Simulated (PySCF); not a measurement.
C2H6Be, charge -1, doublet, geometry from GFN2-xTB (such geometries of metal compounds can be far from the true shape) (a state made from the parent by changing its charge; the spin is typed, not shown lowest) (in this run its highest filled SCF level lies above zero, so its values depend strongly on the basis, on diffuse functions most of all). Base run: PBE/cc-pVDZ (PySCF).

Input for PySCF:
```python
from pyscf import gto, scf, dft, solvent

mol = gto.Mole()
mol.atom = '''
    Be   -0.46781436    0.68830953   -0.47740615
    C     1.23807898    0.04949213   -0.91175985
    H     1.20601424   -1.04066194   -1.07146008
    H     1.92435964    0.19328121   -0.06106548
    H     1.78674978    0.44707580   -1.78707162
    C    -1.12643265   -0.21376077    1.02569531
    H    -1.17420685   -1.29700388    0.82659897
    H    -2.11709663    0.03897359    1.44995153
    H    -0.42444069   -0.10929104    1.86905856
'''
mol.basis = 'cc-pvdz'
mol.charge = -1
mol.spin = 1
mol.verbose = 3
mol.build()

mf = dft.UKS(mol)
mf.xc = 'pbe'
mf.kernel()
mf.analyze()
```

Each row names what was changed in the base input (with any setting that the change needs).

| change | ΔE vs base (kcal/mol) |
|---|---|
| base | 0.000 |
| model = IEF-PCM; solvent = methanol | -53.58 |
| model = IEF-PCM; solvent = chloroform | -42.88 |
| model = IEF-PCM; solvent = water | -54.66 |
| model = IEF-PCM; solvent = dimethylsulfoxide; lebedev_order = 11 | -52.91 |
| model = IEF-PCM; solvent = dichloromethane | -48.73 |
| model = IEF-PCM; solvent = dimethylsulfoxide | -54.14 |
| model = C-PCM; solvent = dimethylsulfoxide | -54.21 |
| model = IEF-PCM; solvent = dimethylsulfoxide; lebedev_order = 41 | -54.24 |
| model = ddCOSMO; solvent = dimethylsulfoxide | -45.21 |
| model = IEF-PCM; solvent = dimethylsulfoxide; r_probe = 0.5 | -51.81 |
| model = IEF-PCM; solvent = dimethylsulfoxide; vdw_scale = 1.4 | -53.29 |

The base is the gas phase, so ΔE is the electrostatic part of solvation at a fixed geometry, without cavity and dispersion terms.

Open shells are given as the SCF converged; they aren't shown to be the lowest states, and a large step between rows can be another state.

The gas-phase anion may not be bound at this level, which the solvent then changes.
